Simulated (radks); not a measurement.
Results of a calculation; reference values are marked as such.
All-electron atom: Pr25+ in [Ar] 3d10 4s2 4p4. Code: a radial shooting solver on a logarithmic mesh with Libxc functionals. Model: scalar-relativistic Kohn-Sham, LB94 model potential, spin-polarised, spherical densities, finite nucleus; open shells are filled with parallel spins first (spin-orbit coupling, left out, can overturn this in heavy ions); Fermi nuclear charge, rms radius 4.8919 fm.

Unscreened Slater integrals over Kohn-Sham orbitals (cm^-1). They are taken over the spin-up orbitals. Empty in this configuration: 4d.

F0(4p,4p): 338110
F2(4p,4p): 177380
F0(4p,4s): 342650
G1(4p,4s): 232940
F0(4p,3d): 430000
F2(4p,3d): 119890
G1(4p,3d): 39108
G3(4p,3d): 39178
F0(4p,4d): 335400
F2(4p,4d): 172940
G1(4p,4d): 216740
G3(4p,4d): 138410
F0(4s,4s): 347560
F0(4s,3d): 437920
G2(4s,3d): 40106
F0(4s,4d): 339900
G2(4s,4d): 170660
F0(3d,3d): 820390
F2(3d,3d): 415580
F4(3d,3d): 266750
F0(3d,4d): 430100
F2(3d,4d): 121840
F4(3d,4d): 60500
G0(3d,4d): 39719
G2(3d,4d): 49555
G4(3d,4d): 38780
F0(4d,4d): 333480
F2(4d,4d): 170610
F4(4d,4d): 116180

Derived for the open shells (J is the average intra-shell exchange parameter used in DFT+U). 4p: J = F2/5 = 35480 cm^-1.
